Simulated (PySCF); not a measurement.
Cs (caesium, neutral) across methods

[Xe] 6s1, 2S determinant. Computed with PySCF 2.14 in aug-cc-pVDZ-X2C, with the spin-free X2C one-electron Hamiltonian (Gaussian nucleus).

| method | E (hartree) | mean ε 5p α (eV) | mean ε 5p β (eV) | mean ε 6s α (eV) | Σ⟨r²⟩ (bohr²) | ⟨S²⟩ |
| --- | --- | --- | --- | --- | --- | --- |
| wB97M-V | -7785.62 | -17.551 | -17.492 | -3.636 | 91.02 | 0.750 |
| LDA | -7779.26 | -13.949 | -13.890 | -2.426 | 87.37 | 0.750 |
| PBE | -7785.69 | -13.820 | -13.742 | -2.305 | 88.87 | 0.750 |
| BHandHLYP | -7786.14 | -16.469 | -16.431 | -2.940 | 89.41 | 0.750 |
| MN15 | -7791.32 | -16.219 | -16.115 | -2.889 | 90.11 | 0.750 |
| wB97X | -7786.41 | -17.648 | -17.663 | -3.589 | 91.26 | 0.751 |
| r2SCAN | -7786.13 | -14.208 | -14.173 | -2.335 | 88.87 | 0.750 |
| PBE0 | -7785.78 | -15.292 | -15.218 | -2.683 | 89.25 | 0.750 |
| UHF | -7783.10404 | -18.552 | -18.493 | -3.493 | 93.60 | 0.750 |

Spin-orbit coupling, which splits the p, d and f shells strongly at this Z, is absent.
